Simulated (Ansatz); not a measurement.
Two members of one family ((ZnTe)n), computed with Ansatz in the gas phase; def2 core potentials for Te, no spin–orbit coupling. The two geometries come from different levels. Binding counts from free atoms in the multiplicity of their measured ground term, without zero-point energy. The structures are stationary points that may keep the symmetry of their start.

First: (ZnTe)2 ring (singlet, charge 0, r2SCAN-D4/def2-SVP geometry).

```xyz
4

Zn    0.800   -0.675    0.658
Te    1.564    1.529   -0.332
Zn   -0.800    0.675   -0.658
Te   -1.564   -1.529    0.332
```

```csv
level,HOMO (eV),LUMO (eV),gap (eV),binding per atom (eV)
PBE-D4/def2-SVP,-4.95,-3.34,1.61,1.65
PBE-D4/def2-TZVP,-5.18,-3.61,1.57,1.51
r2SCAN-D4/def2-TZVP,-5.39,-3.46,1.93,1.53
B3LYP-D4/def2-TZVP,-5.87,-3.17,2.70,1.30
PBE0-D4/def2-SVP,-5.90,-2.67,3.23,1.59
```

Second: (ZnTe)6 ring (singlet, charge 0, PBE-D4/def2-SVP geometry).

```csv
atom,x (Å),y (Å),z (Å)
Zn1,1.4512,2.5839,0.4121
Te2,-0.7344,3.7099,0.0533
Zn3,-1.2138,2.0263,1.8173
Te4,-1.6891,0.2713,3.5149
Zn5,-2.6986,-0.5350,1.3895
Te6,-3.5860,-1.3273,-0.7936
Zn7,-1.4543,-2.5552,-0.4233
Te8,0.7088,-3.7049,-0.0037
Zn9,1.2167,-2.0517,-1.7877
Te10,1.6965,-0.3281,-3.5168
Zn11,2.7057,0.5386,-1.4144
Te12,3.5972,1.3722,0.7525
```

Question: Estimate the same table for the second.

Answer: 
```csv
level,HOMO (eV),LUMO (eV),gap (eV),binding per atom (eV)
PBE-D4/def2-SVP,-5.52,-2.50,3.02,2.04
PBE-D4/def2-TZVP,-5.65,-2.62,3.03,1.91
r2SCAN-D4/def2-TZVP,-5.92,-2.54,3.38,1.95
B3LYP-D4/def2-TZVP,-6.37,-2.15,4.22,1.72
PBE0-D4/def2-SVP,-6.53,-1.93,4.61,2.01
```
